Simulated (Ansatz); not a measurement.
CH6NSb, SMILES `[CH3][SbH][NH2]`, relaxed with RKS PBE0-D4/def2-TZVP in the Gaussian-basis code of Ansatz from a PBE-D4/def2-SVP geometry. The force threshold is 0.005 eV/Å; the program also tests the step.

The species carries charge 0 and has multiplicity 1. Sb: def2 effective core potential.

Start:

```xyz
9

C     1.388    0.008   -0.385
Sb   -0.145    0.828    0.945
N    -1.415   -0.809    0.623
H     1.850   -0.865    0.113
H     2.164    0.771   -0.591
H     0.924   -0.314   -1.336
H    -0.737    1.903   -0.310
H    -1.814   -0.780   -0.327
H    -2.216   -0.741    1.268
```

```json
{"step": "1", "energy (eV)": "-9160.5683", "largest force (eV/Å)": "0.756", "largest move (Å)": "0.000"}
{"step": "2", "energy (eV)": "-9160.6222", "largest force (eV/Å)": "0.373", "largest move (Å)": "0.087"}
{"step": "3", "energy (eV)": "-9160.6338", "largest force (eV/Å)": "0.175", "largest move (Å)": "0.050"}
{"step": "4 (rejected)", "energy (eV)": "-9160.6242", "largest force (eV/Å)": "0.587", "largest move (Å)": "0.076"}
{"step": "5", "energy (eV)": "-9160.6360", "largest force (eV/Å)": "0.059", "largest move (Å)": "0.037"}
{"step": "6", "energy (eV)": "-9160.6365", "largest force (eV/Å)": "0.034", "largest move (Å)": "0.036"}
{"step": "7", "energy (eV)": "-9160.6366", "largest force (eV/Å)": "0.023", "largest move (Å)": "0.016"}
{"step": "8", "energy (eV)": "-9160.6368", "largest force (eV/Å)": "0.012", "largest move (Å)": "0.018"}
{"step": "9", "energy (eV)": "-9160.6368", "largest force (eV/Å)": "0.002", "largest move (Å)": "0.009"}
```

End:

```xyz
9

C     1.378    0.004   -0.380
Sb   -0.138    0.798    0.921
N    -1.421   -0.753    0.600
H     1.857   -0.839    0.118
H     2.124    0.771   -0.591
H     0.929   -0.334   -1.314
H    -0.723    1.876   -0.293
H    -1.823   -0.768   -0.329
H    -2.182   -0.755    1.267
```

It took 32 s on 2 threads of an Arm Neoverse V1 on a shared host, with 0.3 GiB of host memory at the peak.
